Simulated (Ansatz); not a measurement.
A nudged elastic band was laid between two geometries of Cl3FH4OPTa (11 atoms, charge 0, multiplicity 1).

Level of theory: Ansatz, RKS PBE/def2-SVP.

* movable images: 9
* climbing image: yes
* spring: 5.0 eV/Å²
* optimiser: quadratic models (default)
* start path: through a guess of the saddle point
* force threshold: 0.05 eV/Å
* iteration limit: 60
* end points: relaxed

First end point:

```xyz
11
Properties=species:S:1:pos:R:3
Ta 0.070 -0.085 0.148
O 1.724 -1.045 0.159
H 2.235 -1.501 0.850
Cl -0.065 -0.582 2.478
F 0.619 0.775 -1.455
Cl -1.571 1.612 0.487
Cl -1.338 -1.692 -0.736
P 1.558 2.057 1.163
H 1.078 2.692 2.347
H 1.665 3.202 0.315
H 2.939 1.935 1.524
```

Last end point:

```xyz
11
Properties=species:S:1:pos:R:3
Ta -0.170 0.466 0.338
O 2.052 -0.219 0.476
H 2.134 -1.198 0.490
Cl -0.354 -0.010 2.641
F 0.354 1.162 -1.344
Cl -2.363 1.119 0.094
Cl -0.145 -1.803 -0.355
P 0.978 2.610 1.155
H 1.742 2.293 2.329
H 2.089 2.791 0.263
H 2.597 0.158 1.194
```

Q: Which bonds break or form, and what moves?

A: Bonds broken: P8–H11. Bonds formed: O2–H11.

Q: Give the energies along the band, and the barrier.

A: The forces met the threshold. The highest image is number 6 of 0 to 10, 34.8 kcal/mol above the first end and 17.2 kcal/mol above the last; the last end lies 17.7 kcal/mol above the first. A vibrational analysis at the climbing image gives one clearly imaginary mode, 1201i cm⁻¹: a first-order saddle point. The orbitals stay closed-shell, which can raise the energy where a bond breaks towards radicals; this wasn't checked here.

```tsv
image	path coordinate (Å)	energy (kcal/mol)	P8–H11 (Å)	O2–H11 (Å)
0	0.00	0.0	1.43	3.50
1	0.51	0.5	1.43	3.18
2	1.03	2.2	1.43	2.85
3	1.54	5.7	1.42	2.50
4	2.05	11.8	1.42	2.16
5	2.57	20.5	1.46	1.83
6	3.08	34.8	1.75	1.32
7	3.50	23.9	2.18	1.02
8	3.93	19.5	2.51	0.99
9	4.35	18.2	2.73	0.98
10	4.78	17.7	2.94	0.98
```

Q: What is the geometry of the highest image?

A: 
```xyz
11
Properties=species:S:1:pos:R:3
Ta -0.088 0.277 0.219
O 1.902 -0.463 0.369
H 2.117 -1.145 1.036
Cl -0.338 -0.185 2.516
F 0.560 1.127 -1.341
Cl -2.141 1.342 0.077
Cl -0.710 -1.778 -0.642
P 1.315 2.346 1.232
H 1.952 2.223 2.505
H 2.388 2.865 0.443
H 1.956 0.759 0.866
```

Q: What are the harmonic wavenumbers there?

A: 1201i, 52, 82, 112, 129, 137, 155, 173, 185, 219, 266, 299, 352, 370, 379, 410, 424, 524, 584, 615, 655, 1034, 1096, 1314, 2376, 2411, 3699 cm⁻¹.

Time of the run: 9.3 min on 4 threads of Arm Neoverse V2, on a shared host, peak memory 0.28 GiB.
